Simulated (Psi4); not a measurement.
Input for Psi4: SAPT0/aug-cc-pVDZ on AsH6P (a complex), monomers drawn apart or pushed together.

```
memory 8100 MB

molecule dimer {
0 1
P    -0.55176334    0.17664237    0.27429872
H     0.71621281   -0.45638740    0.25560218
H    -1.26417286   -1.04837040    0.24526878
H    -0.59406875    0.34277546   -1.13506981
--
0 1
As   -0.44002219   -0.29228999    4.43363439
H    -1.80375011    0.38519608    4.47151607
H     0.29359762    1.04132551    4.49209968
H    -0.40490286   -0.45267055    5.95187043
units angstrom
symmetry c1
no_reorient
no_com
}

set {
  basis aug-cc-pVDZ
  scf_type df
  freeze_core true
}

energy('sapt0')
```

Program output:

```
[...]
==> Input File <==

--------------------------------------------------------------------------
memory 8100 MB

molecule dimer {
0 1
P    -0.55176334    0.17664237    0.27429872
H     0.71621281   -0.45638740    0.25560218
H    -1.26417286   -1.04837040    0.24526878
H    -0.59406875    0.34277546   -1.13506981
--
0 1
As   -0.44002219   -0.29228999    4.43363439
H    -1.80375011    0.38519608    4.47151607
H     0.29359762    1.04132551    4.49209968
H    -0.40490286   -0.45267055    5.95187043
units angstrom
symmetry c1
no_reorient
no_com
}

set {
  basis aug-cc-pVDZ
  scf_type df
  freeze_core true
}

energy('sapt0')
--------------------------------------------------------------------------


   => Loading Basis Set <=

    Name: AUG-CC-PVDZ
    Role: ORBITAL
    Keyword: BASIS
    atoms 1        entry P          line   636 file aug-cc-pvdz.gbs
    atoms 2-4, 6-8 entry H          line    40 file aug-cc-pvdz.gbs
    atoms 5        entry AS         line  3108 file aug-cc-pvdz.gbs

   => Loading Basis Set <=

    Name: AUG-CC-PVDZ
    Role: ORBITAL
    Keyword: BASIS
    atoms 1        entry P          line   636 file aug-cc-pvdz.gbs
    atoms 2-4, 6-8 entry H          line    40 file aug-cc-pvdz.gbs
    atoms 5        entry AS         line  3108 file aug-cc-pvdz.gbs


  //>>>>>>>>>>>>>>>>>>>>>>>>>>>>>>>>>>>//
  //              Dimer HF             //
  //<<<<<<<<<<<<<<<<<<<<<<<<<<<<<<<<<<<//

   => Libint2 <=

    Primary   basis highest AM E, G, H:  7, 6, 3
    Auxiliary basis highest AM E, G, H:  7, 7, 4
    Onebody   basis highest AM E, G, H:  -, -, -
    Solid Harmonics ordering:            Gaussian


   => Loading Basis Set <=

    Name: AUG-CC-PVDZ
    Role: ORBITAL
    Keyword: BASIS
    atoms 1        entry P          line   636 file aug-cc-pvdz.gbs
    atoms 2-4, 6-8 entry H          line    40 file aug-cc-pvdz.gbs
    atoms 5        entry AS         line  3108 file aug-cc-pvdz.gbs


         ---------------------------------------------------------
                                   SCF
               by Justin Turney, Rob Parrish, Andy Simmonett
                          and Daniel G. A. Smith
                              RHF Reference
                        4 Threads,   7724 MiB Core
         ---------------------------------------------------------

  ==> Geometry <==

    Molecular point group: c1
    Full point group: C1

    Geometry (in Angstrom), charge = 0, multiplicity = 1:

       Center              X                  Y                   Z               Mass
    ------------   -----------------  -----------------  -----------------  -----------------
         P           -0.551763340000     0.176642370000     0.274298720000    30.973761998420
         H            0.716212810000    -0.456387400000     0.255602180000     1.007825032230
         H           -1.264172860000    -1.048370400000     0.245268780000     1.007825032230
         H           -0.594068750000     0.342775460000    -1.135069810000     1.007825032230
         AS          -0.440022190000    -0.292289990000     4.433634390000    74.921594570000
         H           -1.803750110000     0.385196080000     4.471516070000     1.007825032230
         H            0.293597620000     1.041325510000     4.492099680000     1.007825032230
         H           -0.404902860000    -0.452670550000     5.951870430000     1.007825032230

  Running in c1 symmetry.

  Rotational constants: A =      0.92850  B =      0.01068  C =      0.01061 [cm^-1]
  Rotational constants: A =  27835.84461  B =    320.08964  C =    318.09706 [MHz]
  Nuclear repulsion =  132.267378328436848

  Charge       = 0
  Multiplicity = 1
  Electrons    = 54
  Nalpha       = 27
  Nbeta        = 27

  ==> Algorithm <==

  SCF Algorithm Type is DF.
  DIIS enabled.
  MOM disabled.
  Fractional occupation disabled.
  Guess Type is SAD.
  Energy threshold   = 1.00e-08
  Density threshold  = 1.00e-08
  Integral threshold = 1.00e-12

  ==> Primary Basis <==

  Basis Set: AUG-CC-PVDZ
    Blend: AUG-CC-PVDZ
    Number of shells: 55
    Number of basis functions: 117
    Number of Cartesian functions: 122
    Spherical Harmonics?: true
    Max angular momentum: 2

   => Loading Basis Set <=

    Name: (AUG-CC-PVDZ AUX)
    Role: JKFIT
    Keyword: DF_BASIS_SCF
    atoms 1        entry P          line   608 file aug-cc-pvdz-jkfit.gbs
    atoms 2-4, 6-8 entry H          line    70 file aug-cc-pvdz-jkfit.gbs
    atoms 5        entry AS         line  1158 file aug-cc-pvdz-jkfit.gbs

  ==> Integral Setup <==

  DFHelper Memory: AOs need 0.056 GiB; user supplied 5.658 GiB.
  SCF_SUBTYPE=INCORE selected. In-core MEM_DF algorithm will be used.
  Using in-core AOs.

  ==> MemDFJK: Density-Fitted J/K Matrices <==

    J tasked:                   Yes
    K tasked:                   Yes
    wK tasked:                   No
    OpenMP threads:               4
    Algorithm:                 Core
    Schwarz Cutoff:           1E-12
    Mask sparsity (%):       2.2354
    Fitting Con
[...]
  113A      5.687109   114A     17.285057
     115A     17.536485   116A     17.562001   117A    120.192105

    Final Occupation by Irrep:
              A
    DOCC [    18 ]
    NA   [    18 ]
    NB   [    18 ]

  @DF-RHF Final Energy: -2235.32099927294712

   => Energetics <=

    Nuclear Repulsion Energy =             35.0857761468662730
    One-Electron Energy =               -3185.0074692574826258
    Two-Electron Energy =                 914.6006938376691551
    Total Energy =                      -2235.3209992729471196

Computation Completed


Properties will be evaluated at   0.000000,   0.000000,   0.000000 [a0]

Properties computed using the SCF density matrix


 Multipole Moments:

 ------------------------------------------------------------------------------------
     Multipole            Electronic (a.u.)      Nuclear  (a.u.)        Total (a.u.)
 ------------------------------------------------------------------------------------

 L = 1.  Multiply by 2.5417464519 to convert [e a0] to [Debye]
 Dipole X            :         31.0213113          -31.0591373           -0.0378259
 Dipole Y            :         16.5050660          -16.3871732            0.1178927
 Dipole Z            :       -304.5724220          304.6718902            0.0994683
 Magnitude           :                                                    0.1588189

 ------------------------------------------------------------------------------------

  Constructing Basis Sets for SAPT...

   => Loading Basis Set <=

    Name: (AUG-CC-PVDZ AUX)
    Role: RIFIT
    Keyword: DF_BASIS_SAPT
    atoms 1        entry P          line   458 file aug-cc-pvdz-ri.gbs
    atoms 2-4, 6-8 entry H          line    30 file aug-cc-pvdz-ri.gbs
    atoms 5        entry AS         line   830 file aug-cc-pvdz-ri.gbs

   => Loading Basis Set <=

    Name: (AUG-CC-PVDZ AUX)
    Role: JKFIT
    Keyword: DF_BASIS_ELST
    atoms 1        entry P          line   608 file aug-cc-pvdz-jkfit.gbs
    atoms 2-4, 6-8 entry H          line    70 file aug-cc-pvdz-jkfit.gbs
    atoms 5        entry AS         line  1158 file aug-cc-pvdz-jkfit.gbs


  //>>>>>>>>>>>>>>>>>>>>>>>>>>>>>>>>>>>//
  //               SAPT0               //
  //<<<<<<<<<<<<<<<<<<<<<<<<<<<<<<<<<<<//



        SAPT0
    Ed Hohenstein
     6 June 2009

      Orbital Information
  --------------------------
    NSO        =       117
    NMO        =       117
    NRI        =       360
    NRI (Elst) =       514
    NOCC A     =         9
    NOCC B     =        18
    FOCC A     =         5
    FOCC B     =         9
    NVIR A     =       108
    NVIR B     =        99

    Elst10,r            =    -0.001068092304 [Eh]
    Exch10              =     0.001231338851 [Eh]
    Exch10 (S^2)        =     0.001229497192 [Eh]

    Maxiter = 50
    CPHF R converge = 1.000000E-08

    Iter     Energy [mEh]          dE [mEh]         Residual      Time [s]
       1      -0.52855568       0.528555676     2.370572e-03             0
       2      -0.62744325       0.098887569     4.132829e-04             0
       3      -0.62328789      -0.004155359     9.728121e-05             0
       4      -0.62324816      -0.000039725     2.653289e-05             0
       5      -0.62347229       0.000224129     6.603672e-06             0
       6      -0.62343427      -0.000038017     1.588578e-06             0
       7      -0.62343282      -0.000001454     3.282104e-07             0
       8      -0.62343496       0.000002146     6.791352e-08             0
       9      -0.62343467      -0.000000299     1.191821e-08             0
      10      -0.62343465      -0.000000012     2.863110e-09             0

    CHF Iterations converged

    Maxiter = 50
    CPHF R converge = 1.000000E-08

    Iter     Energy [mEh]          dE [mEh]         Residual      Time [s]
       1      -0.31747219       0.317472185     2.039791e-03             0
       2      -0.38593215       0.068459960     3.884398e-04             0
       3      -0.38515720      -0.000774940     9.762575e-05             1
       4      -0.38431543      -0.000841773     2.286989e-05             1
       5      -0.38450147       0.000186042     6.144501e-06             1
       6      -0.38449184      -0.000009629     1.968134e-06             1
       7      -0.38448559      -0.000006257     3.409822e-07             1
       8      -0.38448682       0.000001232     6.881919e-08             1
       9      -0.38448683       0.000000006     1.481317e-08             1
      10      -0.38448677      -0.000000056     3.185361e-09             1

    CHF Iterations converged

    Ind20,r (A<-B)      =    -0.000623434654 [Eh]
    Ind20,r (B<-A)      =    -0.000384486769 [Eh]
    Ind20,r             =    -0.001007921423 [Eh]
    Exch-Ind20,r (A<-B) =     0.000572750735 [Eh]
    Exch-Ind20,r (B<-A) =     0.000332771217 [Eh]
    Exch-Ind20,r        =     0.000905521952 [Eh]
    Disp20              =    -0.001891883969 [Eh]
    Disp20 (SS)         =    -0.000945941984 [Eh]
    Disp20 (OS)         =    -0.000945941984 [Eh]
    Exch-Disp20         =     0.000147369363 [Eh]
    Exch-Disp20 (SS)    =     0.000094044378 [Eh]
    Exch-Disp20 (OS)    =     0.000053324986 [Eh]

    SAPT Results
  --------------------------------------------------------------------------------------------------------
    Electrostatics                 -1.06809230 [mEh]      -0.67023804 [kcal/mol]      -2.80427596 [kJ/mol]
      Elst10,r                     -1.06809230 [mEh]      -0.67023804 [kcal/mol]      -2.80427596 [kJ/mol]

    Exchange                        1.23133885 [mEh]       0.77267679 [kcal/mol]       3.23287971 [kJ/mol]
      Exch10                        1.23133885 [mEh]       0.77267679 [kcal/mol]       3.23287971 [kJ/mol]
      Exch10(S^2)                   1.22949719 [mEh]       0.77152114 [kcal/mol]       3.22804443 [kJ/mol]

    Induction                      -0.22936272 [mEh]      -0.14392728 [kcal/mol]      -0.60219174 [kJ/mol]
      Ind20,r                      -1.00792142 [mEh]      -0.63248024 [kcal/mol]      -2.64629733 [kJ/mol]
      Exch-Ind20,r                  0.90552195 [mEh]       0.56822360 [kcal/mol]       2.37744756 [kJ/mol]
      delta HF,r (2)               -0.12696325 [mEh]      -0.07967064 [kcal/mol]      -0.33334196 [kJ/mol]

    Dispersion                     -1.74451461 [mEh]      -1.09469944 [kcal/mol]      -4.58022247 [kJ/mol]
      Disp20                       -1.89188397 [mEh]      -1.18717511 [kcal/mol]      -4.96714068 [kJ/mol]
      Exch-Disp20                   0.14736936 [mEh]       0.09247567 [kcal/mol]       0.38691821 [kJ/mol]
      Disp20 (SS)                  -0.94594198 [mEh]      -0.59358756 [kcal/mol]      -2.48357034 [kJ/mol]
      Disp20 (OS)                  -0.94594198 [mEh]      -0.59358756 [kcal/mol]      -2.48357034 [kJ/mol]
      Exch-Disp20 (SS)              0.09404438 [mEh]       0.05901374 [kcal/mol]       0.24691348 [kJ/mol]
      Exch-Disp20 (OS)              0.05332499 [mEh]       0.03346193 [kcal/mol]       0.14000473 [kJ/mol]

  Total HF                         -0.06611617 [mEh]      -0.04148852 [kcal/mol]      -0.17358798 [kJ/mol]
  Total SAPT0                      -1.81063078 [mEh]      -1.13618797 [kcal/mol]      -4.75381045 [kJ/mol]

  Special recipe for scaled SAPT0 (see Manual):
    Electrostatics sSAPT0          -1.06809230 [mEh]      -0.67023804 [kcal/mol]      -2.80427596 [kJ/mol]
    Exchange sSAPT0                 1.23133885 [mEh]       0.77267679 [kcal/mol]       3.23287971 [kJ/mol]
    Induction sSAPT0               -0.22528749 [mEh]      -0.14137003 [kcal/mol]      -0.59149221 [kJ/mol]
    Dispersion sSAPT0              -1.74385138 [mEh]      -1.09428326 [kcal/mol]      -4.57848117 [kJ/mol]
  Total sSAPT0                     -1.80589232 [mEh]      -1.13321454 [kcal/mol]      -4.74136963 [kJ/mol]
  --------------------------------------------------------------------------------------------------------



*** Psi4 exiting successfully. Buy a developer a beer!
```

The run finished.

Cost: roughly 40 core-seconds.
